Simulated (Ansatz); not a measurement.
Cost and result for the atomization energy of C₃H₉ClGeOSe, SMILES `C[O][Ge]([CH3])([Cl])[Se]C` (16 atoms, 15 bonds).

| atom | x (Å) | y (Å) | z (Å) |
| --- | --- | --- | --- |
| C1 | -2.570 | -1.055 | -0.202 |
| O2 | -1.322 | -1.437 | 0.339 |
| Ge3 | 0.127 | -0.483 | 0.033 |
| C4 | 1.614 | -1.488 | 0.742 |
| Cl5 | 0.386 | -0.303 | -2.118 |
| Se6 | -0.233 | 1.666 | 0.896 |
| C7 | 1.094 | 2.615 | -0.185 |
| H8 | -2.574 | -1.139 | -1.294 |
| H9 | -3.325 | -1.730 | 0.204 |
| H10 | -2.837 | -0.028 | 0.069 |
| H11 | 1.465 | -1.634 | 1.812 |
| H12 | 1.661 | -2.454 | 0.240 |
| H13 | 2.544 | -0.944 | 0.575 |
| H14 | 0.913 | 2.427 | -1.240 |
| H15 | 2.102 | 2.316 | 0.094 |
| H16 | 0.953 | 3.671 | 0.035 |

Total charge 0; spin multiplicity 1. Correlated methods include outer-core shells of Ge, Se, which these sets cover unevenly. Scalar relativity is left out up to krypton. All single points use the PBE0-D4/def2-TZVP geometry. It is one conformer, not always the lowest. Program: Ansatz. All runs use 4 threads of an AMD EPYC 7R13 on a shared host and a share of an NVIDIA H100 80 GB. Times are those of one run each, without the atoms' runs, and a repeat can differ threefold. Electronic energies, without spin–orbit coupling; frozen cores. CCSD(T)/CBS adds CCSD(T) − MP2 in def2-TZVPP to the MP2 limit, and its time is that of the two runs behind it. T1 = 0.010. With those shells the extrapolation isn't a true limit. HSE06 is the plane-wave form, built on full-range PBE exchange.

CCSD(T)/CBS is a level of theory with its own doubt, some kJ/mol a heavy atom from the limit and from the frozen cores, so smaller differences don't rank the functionals.

```
                             level  functions  wall time
            LDA (SPW92)/def2-TZVPP        388      4.4 s
                ωB97X-V/def2-TZVPP        388        6 s
               HSE06-D4/def2-TZVPP        388        7 s
                PBE0-D4/def2-TZVPP        388      7.5 s
                  CCSD(T)/def2-SVP        183      9.5 s
                 B97M-V/def2-TZVPP        388       10 s
r2SCAN-D4/def2-TZVPP (with forces)        388       10 s
                BLYP-D4/def2-TZVPP        388       11 s
             r2SCANh-D4/def2-TZVPP        388       11 s
  ωB97M-V/def2-TZVPP (with forces)        388       12 s
                    MP2/def2-QZVPP        746       23 s
                CCSD(T)/def2-TZVPP        388       33 s
                 CCSD(T)/CBS(def2)          –       55 s
```

**Question.** What atomization energy does each give, and how far from CCSD(T)/CBS? (An estimate is asked.)

**Answer.** The calculation gave: 
```tsv
level	atomization (kcal/mol)	difference from CCSD(T)/CBS	per bond
LDA (SPW92)/def2-TZVPP	1579.2	194.7	13.0
ωB97X-V/def2-TZVPP	1384.4	-0.1	0.0
HSE06-D4/def2-TZVPP	1383.9	-0.6	0.0
PBE0-D4/def2-TZVPP	1383.1	-1.4	-0.1
CCSD(T)/def2-SVP	1302.5	-82.0	-5.5
B97M-V/def2-TZVPP	1384.3	-0.2	0.0
r2SCAN-D4/def2-TZVPP (with forces)	1386.2	1.7	0.1
BLYP-D4/def2-TZVPP	1371.2	-13.3	-0.9
r2SCANh-D4/def2-TZVPP	1378.1	-6.4	-0.4
ωB97M-V/def2-TZVPP (with forces)	1379.2	-5.3	-0.4
MP2/def2-QZVPP	1391.5	7.0	0.5
CCSD(T)/def2-TZVPP	1351.9	-32.6	-2.2
CCSD(T)/CBS(def2)	1384.5	0.0	0.0
```

In def2-TZVPP, CCSD(T) changes the Hartree–Fock value by +348.4 kcal/mol (the triples alone add +21.8 kcal/mol) and MP2 by +369.2 kcal/mol; breaking electron pairs costs correlation energy, which Hartree–Fock lacks. From BLYP to BHLYP (50 % exact exchange), in def2-TZVPP and without D4, the atomization energy moves by −22.3 kcal/mol: exact exchange takes away binding that semilocal exchange gives to molecules. At CCSD(T), def2-SVP lies −82.0 kcal/mol from the extrapolated value and def2-TZVPP −32.6 kcal/mol: correlation converges slowly with the basis, and small sets miss more of it in the bonded molecule than in its fragments.
